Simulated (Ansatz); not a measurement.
CH3BGeO, relaxed with RKS PBE-D4/def2-SVP in Ansatz from a rough embedded geometry. The force threshold is 0.03 eV/Å; the program also tests the step.

The species carries charge 0 and has multiplicity 1. The bonds changed during the relaxation, so this is another structure than the one it started from.

Start:

```xyz
7

O     1.033    0.417   -2.074
C     0.528    0.238   -0.936
B     0.643    0.556    0.720
Ge   -0.730   -0.494    0.219
H     1.268    1.087    1.613
H    -0.622   -2.043    0.378
H    -2.120    0.239    0.080
```

Problem. How much energy does the relaxation release, and in how many steps? (An estimate is asked.)

Solution. The calculation gave: 87.58 kcal/mol, in 13 steps.

Problem. Which bonds change most? (An estimate is asked.)

Solution. Ansatz gave: C2–B3 from 1.691 to 1.470 Å; B3–Ge4 from 1.799 to 1.920 Å; O1–C2 from 1.257 to 1.165 Å; Ge4–H7 from 1.578 to 1.547 Å.

Problem. Give the relaxed structure. (Estimate.)

Solution. Computed: 
```xyz
7

O     0.914    1.542   -1.935
C     0.862    0.996   -0.907
B     0.747    0.283    0.373
Ge   -0.872   -0.749    0.400
H     1.572    0.363    1.254
H    -1.334   -1.632    1.584
H    -1.887   -0.803   -0.767
```
